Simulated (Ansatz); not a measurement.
`C=C[Si](N)(O)F` → 2 C• + F• + 6 H• + N• + O• + Si•  (atomization)

Gas-phase electronic energies from Ansatz, PBE0-D4/def2-TZVP geometries. CBS: MP2 limit from def2 TZ/QZ plus the TZ coupled-cluster correction, frozen cores. This one scheme is used for every species, atoms too. Open shells (•) are unrestricted, without spin–orbit coupling. Spin–orbit coupling would lower the free atoms: a little for C, F, O, Si. One conformer a species, not always the lowest.

`C=C[Si](N)(O)F`:

Z-matrix (Å, degrees):
```
Si
C 1 1.847
O 1 1.636 2 114.8
N 1 1.700 2 109.3 3 123.0
F 1 1.596 2 106.9 3 -113.1
C 2 1.331 1 123.4 3 -102.1
H 2 1.089 1 118.5 3 77.1
H 3 0.958 1 116.7 2 59.0
H 4 1.008 1 119.7 2 -165.0
H 4 1.007 1 120.6 2 49.6
H 6 1.086 2 121.5 1 -0.5
H 6 1.087 2 122.3 1 179.4
```

```json
{"species": "`C=C[Si](N)(O)F`", "CCSD(T)/def2-SVP energy (Eh)": "-597.68069"}
{"species": "C•", "CCSD(T)/def2-SVP energy (Eh)": "-37.71541"}
{"species": "F•", "CCSD(T)/def2-SVP energy (Eh)": "-99.43472"}
{"species": "H•", "CCSD(T)/def2-SVP energy (Eh)": "-0.49928"}
{"species": "N•", "CCSD(T)/def2-SVP energy (Eh)": "-54.42172"}
{"species": "O•", "CCSD(T)/def2-SVP energy (Eh)": "-74.83747"}
{"species": "Si•", "CCSD(T)/def2-SVP energy (Eh)": "-288.81556"}
```

(1) Work out ΔE.

Largest T1 diagnostic among the species: 0.012.

Results:

(1) ΔE = 6 × (-0.49928) + 2 × (-37.71541) + (-99.43472) + (-54.42172) + (-74.83747) + (-288.81556) − (-597.68069) = 1.74472 Eh = +1094.8 kcal/mol. CCSD(T)/CBS gives +1181.5 kcal/mol.

The D4 term adds +10.2 kcal/mol with B3LYP and +5.3 kcal/mol with PBE0; it sums over pairs of atoms, weighted by their polarisabilities, and B3LYP, whose exchange is more repulsive, gets the larger term. From PBE to PBE0 (25 % exact exchange), in def2-TZVPP and without D4, ΔE moves by −24.1 kcal/mol: exact exchange takes away binding that semilocal exchange gives to molecules. At CCSD(T), def2-SVP lies −86.6 kcal/mol from the extrapolated value and def2-TZVPP −35.0 kcal/mol: correlation converges slowly with the basis, and small sets miss more of it in the bonded molecule than in its fragments.

B3LYP here is the variant with VWN-RPA as its local correlation; programs differ in this.

For atomizations the MP2-based limit and the directly extrapolated one differ by several kJ/mol either way, and by 10 to 25 for some Ge, Se and Sn compounds, so smaller differences from it don't rank the levels.
